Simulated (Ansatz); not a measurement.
Reaction (hydrogen abstraction from a C–H bond): `CB(C)S` + Cl• → `[CH2]B(C)S`• + HCl

Gas-phase electronic energies from Ansatz, PBE0-D4/def2-TZVP geometries. CCSD(T)/CBS adds triple-zeta CCSD(T) − MP2 to the extrapolated MP2 energy (def2 sets, frozen cores). This one scheme is used for every species, atoms too. Functionals use def2-TZVPP. B3LYP here is the variant with VWN-RPA as its local correlation; programs differ in this. HSE06 is defined as in plane-wave codes. Open shells (•) are unrestricted, without spin–orbit coupling. Spin–orbit coupling would lower the free atoms: a little for Cl. Each species was taken in one conformer, which may not be the lowest.

| level | ΔE (kJ/mol) | difference from CCSD(T)/CBS |
| --- | --- | --- |
| LDA (SPW92) | -39.3 | -21.3 |
| PBE-D4 | -31.1 | -13.1 |
| revPBE-D4 | -28.3 | -10.3 |
| BLYP-D4 | -25.5 | -7.5 |
| r2SCAN-D4 | -33.7 | -15.7 |
| B97M-V | -27.8 | -9.8 |
| PBE0-D4 | -23.2 | -5.2 |
| B3LYP-D4 | -19.8 | -1.8 |
| r2SCANh-D4 | -30.5 | -12.5 |
| r2SCAN0-D4 | -25.9 | -7.9 |
| HSE06-D4 | -23.5 | -5.5 |
| BHLYP-D4 | -11.1 | 6.9 |
| CAM-B3LYP-D4 | -15.6 | 2.4 |
| ωB97X-V | -15.1 | 2.9 |
| ωB97M-V | -19.7 | -1.7 |
| B2PLYP | -16.5 | 1.5 |
| PBE-QIDH | -16.8 | 1.2 |
| PBE | -31.9 | -13.9 |
| BLYP | -27.2 | -9.2 |
| r2SCAN | -34.0 | -16.0 |
| PBE0 | -23.9 | -5.9 |
| r2SCANh | -30.7 | -12.7 |
| r2SCAN0 | -26.2 | -8.2 |
| HSE06 | -24.1 | -6.1 |
| BHLYP | -11.9 | 6.1 |
| CAM-B3LYP | -16.3 | 1.7 |
| LC-ωPBE | -15.9 | 2.1 |
| RPA@PBE/def2-TZVPP | 5.5 | 23.5 |
| HF/def2-SVP | 9.5 | 27.5 |
| MP2/def2-SVP | 6.1 | 24.1 |
| CCSD/def2-SVP | 4.8 | 22.8 |
| HF/def2-TZVPP | -0.5 | 17.5 |
| SCS-MP2/def2-TZVPP | -7.9 | 10.1 |
| CCSD/def2-TZVPP | -10.2 | 7.8 |
| CCSD(T)/def2-TZVPP | -12.2 | 5.8 |
| HF/def2-QZVPP | -1.2 | 16.8 |
| MP2/def2-QZVPP | -17.1 | 0.9 |
| HF/CBS(def2) | -1.3 | 16.7 |
| MP2/CBS(def2) | -19.3 | -1.3 |
| CCSD/CBS(def2) | -16.0 | 2.0 |
| CCSD(T)/CBS | -18.0 | 0 |

Largest T1 diagnostic among the species: 0.015.

From BLYP to BHLYP (50 % exact exchange), in def2-TZVPP and without D4, ΔE moves by +15.3 kJ/mol. At CCSD(T), def2-SVP lies +22.3 kJ/mol from the extrapolated value and def2-TZVPP +5.8 kJ/mol. In def2-TZVPP, CCSD(T) changes the Hartree–Fock value by −11.7 kJ/mol (the triples alone add −2.0 kJ/mol) and MP2 by −13.0 kJ/mol.

CCSD(T)/CBS has its own doubt, a few kJ/mol and more with outer-core shells, so smaller differences from it don't rank the levels.
